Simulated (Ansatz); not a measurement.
Geometry optimisation, Ansatz 0.2.0, RKS PBE0/6-31G*.

input.yaml

```yaml
crystal:
  periodic: [false, false, false]
  atoms:
    - { symbol: Al, position_ang: [-0.12703, 0.568716, -0.304572] }
    - { symbol: F, position_ang: [-0.457162, -0.35355, 2.403061] }
    - { symbol: O, position_ang: [1.3634, -0.198861, -0.557893] }
    - { symbol: Si, position_ang: [2.325671, -1.361207, -1.189929] }
    - { symbol: H, position_ang: [1.518707, -2.383493, -1.923411] }
    - { symbol: H, position_ang: [3.295017, -0.769469, -2.155824] }
    - { symbol: H, position_ang: [3.088047, -2.062476, -0.118958] }
    - { symbol: "N", position_ang: [-1.595454, 0.103933, -1.177464] }
    - { symbol: H, position_ang: [-1.687945, -0.760886, -1.692142] }
    - { symbol: H, position_ang: [-2.494793, 0.547141, -1.067872] }
    - { symbol: "N", position_ang: [-0.151447, 2.111055, 0.769307] }
    - { symbol: H, position_ang: [-1.023804, 2.629694, 0.758226] }
    - { symbol: Si, position_ang: [1.210191, 3.071111, 1.26567] }
    - { symbol: H, position_ang: [2.375669, 2.155431, 1.342949] }
    - { symbol: H, position_ang: [1.549562, 4.196471, 0.341771] }
    - { symbol: H, position_ang: [0.975774, 3.672671, 2.612703] }
    - { symbol: H, position_ang: [-0.420304, 0.579318, 2.395478] }
basis:
  gaussian: { orbitals: "6-31G*" }
hamiltonian:
  xc: pbe0
relax:
  f_tol: 0.03
  max_steps: 50
```

Run as:

```bash
$ ansatz run input.yaml --threads 4 --pin off --max-ram 5120MiB --backend cpu --events-out ev --progress --plain --runs-dir out
```

Q: Where does it end, and by what steps?

A: It converged. After 20 steps the energy has fallen by 2.239 eV; H15 moved furthest, 1.52 Å. Parted: F2–H17 (0.93 → 2.65 Å). Joined: Al1–F2 (2.88 → 1.68 Å), N11–H17 (2.25 → 1.02 Å).

```tsv
step	energy less start (eV)	largest force component (eV/Å)	accepted
0	0.0000	1.092	yes
1	-0.2031	0.737	yes
2	-0.4052	0.923	yes
3	-0.5865	0.662	yes
4	-0.6703	1.976	yes
5	-1.0629	1.920	yes
6	-1.1344	5.359	yes
7	-1.6166	2.349	yes
8	-1.9066	0.672	yes
9	-1.9914	0.797	yes
10	-2.0851	0.682	yes
11	-2.0566	1.481	no
12	-2.1433	0.229	yes
13	-2.1653	0.210	yes
14	-2.1910	0.323	yes
15	-2.2132	0.307	yes
16	-2.2233	0.247	yes
17	-2.2275	0.136	yes
18	-2.2374	0.073	yes
19	-2.2382	0.033	yes
20	-2.2386	0.018	yes
```

```xyz
17
Properties=species:S:1:pos:R:3
Al -0.388 0.061 0.296
F -0.770 -0.877 1.632
O 1.251 -0.001 -0.278
Si 2.318 -0.979 -1.040
H 1.635 -2.063 -1.812
H 3.143 -0.190 -2.004
H 3.254 -1.630 -0.076
N -1.697 0.289 -0.923
H -1.482 0.299 -1.912
H -2.596 -0.156 -0.794
N -0.243 1.855 1.220
H -0.961 2.423 0.768
Si 1.407 2.591 1.113
H 2.350 1.689 1.805
H 1.704 2.831 -0.313
H 1.358 3.896 1.834
H -0.539 1.707 2.185
```

Whether the end is a true minimum wasn't checked by a vibrational analysis.

The run took 81 s on 4 threads of Arm Neoverse V2 (shared host), peak memory 0.43 GiB.
